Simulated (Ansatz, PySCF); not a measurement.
Gas-phase reaction (SMILES): [Cl][GeH]([Cl])[Cl] [trichlorogermane] + F (HF) → [F][Ge]([Cl])([Cl])[Cl] [trichloro(fluoro)germane] + [H][H] (H2); hydrogen fluoride cleaves one Ge-H bond, a model of a ligand-exchange step.

Structures are relaxed separately at B3LYP-D3(BJ)/def2-TZVP in Ansatz (an electronic-structure program). Correlated levels leave the core frozen unless marked. Spin-orbit coupling is left out. The frozen core is the preceding noble-gas configuration, with the filled d and f shells of earlier blocks. No relativistic terms. CBS(X,Y): correlation extrapolated as X^-3; Hartree-Fock from the larger set. Thermal terms are rigid-rotor harmonic-oscillator values from B3LYP-D3(BJ) frequencies (Ansatz or PySCF) at 298.15 K and 1 atm. 1 Eh = 627.5095 kcal/mol.

```
species                  E, CCSD(T)/CBS(def2-TZVPPD,def2-QZVPPD) (Ansatz) (Eh)  E, B3LYP-D3(BJ)/def2-TZVPD (Ansatz + dftd3) (Eh)  H - E (Eh)
-----------------------  -----------------------------------------------------  ------------------------------------------------  ----------
[Cl][GeH]([Cl])[Cl]                                                -3455.58285                                       -3458.47815     0.01892
F (HF)                                                              -100.39266                                        -100.49389     0.01259
[F][Ge]([Cl])([Cl])[Cl]                                            -3554.81638                                       -3557.80474     0.01435
[H][H] (H2)                                                           -1.17452                                          -1.17983     0.01336
```

Problem. Work out ΔE and ΔH at 298.15 K at the first level, then ΔH at the second.

Solution. 
1. ΔE = [(-3554.81638) + (-1.17452)] - [(-3455.58285) + (-100.39266)] = -0.01539 Eh = -9.7 kcal/mol at CCSD(T)/CBS(def2-TZVPPD,def2-QZVPPD).
2. The terms H - E add up to -0.00380 Eh, so ΔH = (-0.01539 + (-0.00380))×627.5095 = -12.0 kcal/mol.
3. At B3LYP-D3(BJ)/def2-TZVPD the same steps give ΔE = -7.9 and ΔH = -10.2 kcal/mol, a shift of +1.8 from the first level.
4. These values are not checked against measurement here, since the tables used lack a sound gas-phase enthalpy of formation for at least one species.
